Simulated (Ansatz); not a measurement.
Mulliken charges of CH3FGaISi, SMILES `[F][Ga]1[SiH2][CH]1I` from r2SCAN/def2-TZVPP in Ansatz (PBE0-D4/def2-TZVP geometry).

| atom | x (Å) | y (Å) | z (Å) | charge (e) |
| --- | --- | --- | --- | --- |
| F1 | -1.491 | -2.276 | 1.755 | -0.357 |
| Ga2 | -0.467 | -1.080 | 1.013 | 0.550 |
| Si3 | 0.978 | 0.626 | 0.362 | 0.182 |
| C4 | -0.358 | -0.118 | -0.749 | -0.326 |
| I5 | -1.541 | 1.054 | -2.068 | -0.074 |
| H6 | 0.489 | 1.852 | 1.042 | -0.033 |
| H7 | 2.397 | 0.803 | -0.054 | -0.064 |
| H8 | 0.087 | -0.920 | -1.357 | 0.123 |

Q: By hand: the dipole of these point charges (1 e Å = 4.8032 D).

A: Σ q r = (0.525, 0.067, 0.196) e Å, of length 0.564 e Å = 2.71 D.

Q: How does the dipole of the full density compare? (Estimate.)

A: The calculation gave: (0.450, 0.032, 0.121) e Å, 2.24 D; the point charges give 1.21 times that, at 6° from its direction.

Point charges leave out the atoms' own dipoles, such as those of lone pairs, and Mulliken's split depends on the basis, so the two needn't agree.
